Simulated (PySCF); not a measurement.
AlH2F, SMILES [AlH2][F]. Atoms are numbered in the order given.

```xyz
4

Al     0.0000     0.0000     0.5617
H      0.0000     1.4011     1.2773
H      0.0000    -1.4011     1.2773
F      0.0000     0.0000    -1.0951
```

Geometry optimised at TPSSh-D3(BJ)/def2-TZVP.

Calculation: PBE0/pcJ-1 (PySCF).

Isotropic couplings with Fermi-contact, spin-dipole and both spin-orbit terms, one fixed conformer, no vibrational averaging. Isotopes: 19F, 1H.

Computed spin–spin coupling constants:
| pair | bonds apart | J (Hz) |
|---|---|---|
| H2–H3 | 2 | 63.2 |
| H2–F4 | 2 | 51.2 |
| H3–F4 | 2 | 51.2 |
